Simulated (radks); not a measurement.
Trend from Lu+ to Hg+: ionisation energy by Delta-SCF between NIST ground configurations, and size. Calculated with a radial shooting solver on a logarithmic mesh with Libxc functionals: scalar-relativistic Kohn-Sham, r2SCAN, spin-polarised, spherical densities, finite nucleus; open shells are filled with parallel spins first (spin-orbit coupling, left out, can overturn this in heavy ions); meta-GGA in the generalised Kohn-Sham scheme; Fermi nuclear charge, rms radius of each element as measured or else 0.836 A^(1/3) + 0.57 fm.

\begin{tabular}{lrrrrrrr}
species & configuration & IE (eV) & NIST (eV) & kind & -e(HOMO) (eV) & outermost & <r> outermost (bohr) \\ \hline
Lu+ & [Xe] 4f14 6s2 & 13.694 & 14.13 & semi-emp. & 11.127 (6s) & 6s & 3.30 \\
Hf+ & [Xe] 4f14 5d1 6s2 & 14.610 & 14.61 & theory & 10.995 (5d) & 6s & 3.18 \\
Ta+ & [Xe] 4f14 5d3 6s1 & 15.675 & 16.2 & semi-emp. & 11.510 (5d) & 6s & 2.99 \\
W+ & [Xe] 4f14 5d4 6s1 & 16.541 & 16.4 & semi-emp. & 13.044 (5d) & 6s & 2.87 \\
Re+ & [Xe] 4f14 5d5 6s1 & 17.311 & 16.6 & semi-emp. & 13.956 (6s) & 6s & 2.77 \\
Os+ & [Xe] 4f14 5d6 6s1 & 17.779 & 17 & semi-emp. & 11.746 (5d) & 6s & 2.69 \\
Ir+ & [Xe] 4f14 5d7 6s1 & 18.163 & 17.0 & semi-emp. & 13.690 (5d) & 6s & 2.63 \\
Pt+ & [Xe] 4f14 5d9 & 19.404 & 18.6 & exp. & 13.967 (5d) & 5d & 1.64 \\
Au+ & [Xe] 4f14 5d10 & 21.161 & 20.20 & exp. & 15.465 (5d) & 5d & 1.56 \\
Hg+ & [Xe] 4f14 5d10 6s1 & 19.091 & 18.757 & exp. & 15.405 (6s) & 6s & 2.48 \\
\end{tabular}

Reference values: NIST Atomic Spectra Database (exp. = measured, semi-emp. = semi-empirical, theory = theoretical value adopted there). Open shells are spherical and high-spin; term and fine-structure splittings are not resolved. Spin-orbit splitting is averaged out at the scalar-relativistic level.
